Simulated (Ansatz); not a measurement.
CH5BFN (SMILES CNBF), singlet, geometry from GFN2-xTB; Ansatz (a quantum-chemistry and plane-wave program) with SC-NEVPT2/STO-3G, CASSCF(4,4).

Input for Ansatz:
Ansatz 0.2 input:
```yaml
crystal:
  periodic: [false, false, false]
  atoms:
    - {symbol: B, position_ang: [-0.25199469, 0.76231177, 0.19931135]}
    - {symbol: F, position_ang: [0.42442405, 1.43317286, 1.13799954]}
    - {symbol: H, position_ang: [-1.17362293, 1.27723897, -0.30461586]}
    - {symbol: N, position_ang: [0.18817932, -0.50724772, -0.11520183]}
    - {symbol: C, position_ang: [-0.36186125, -1.42727562, -1.08163436]}
    - {symbol: H, position_ang: [0.99418790, -0.87734548, 0.36902233]}
    - {symbol: H, position_ang: [-0.68324154, -2.35336896, -0.59763441]}
    - {symbol: H, position_ang: [0.37833563, -1.67583847, -1.84682402]}
    - {symbol: H, position_ang: [-1.22158980, -0.96641286, -1.56228167]}
basis:
  gaussian:
    orbitals: STO-3G
magnetization: {spin_polarized: false}
correlation: {method: sc_nevpt2, electrons: all, active_space: {window: {electrons: 4, orbitals: 4}}}
```

Task: What does Ansatz print? Leave out banner, timings and long lists.

Result: 
```
Functional definition: HF
349 factors; integrals over basis functions are off by at most 5.1e-5 eV
mean field evaluation 1: about -5891.1183 eV, gradient 2.1e1 eV
mean field evaluation 2: about -5891.2793 eV, gradient 2.1e1 eV
mean field evaluation 4: about -5892.9579 eV, gradient 1.2e0 eV
mean field evaluation 8: about -5892.9629 eV, gradient 3.3e-2 eV
mean field -5892.96287392 eV, -216.5623912229 hartree, gradient 2.9e-6 eV, S^2 0.000000; 0 other end points of the search recorded, 0 dependent functions left out
reference -5892.96287392 eV, -216.5623912229 hartree; 16, 16 occupied and 9, 9 virtual orbitals, 349 factors
state -5893.74353336 eV, -216.5910799283 hartree
state -5893.74353336 eV, -216.5910799283 hartree; corrected -5897.33430918 eV, -216.7230385055 hartree
Total energy: -5897.33430918 eV, -216.7230385055 hartree
```
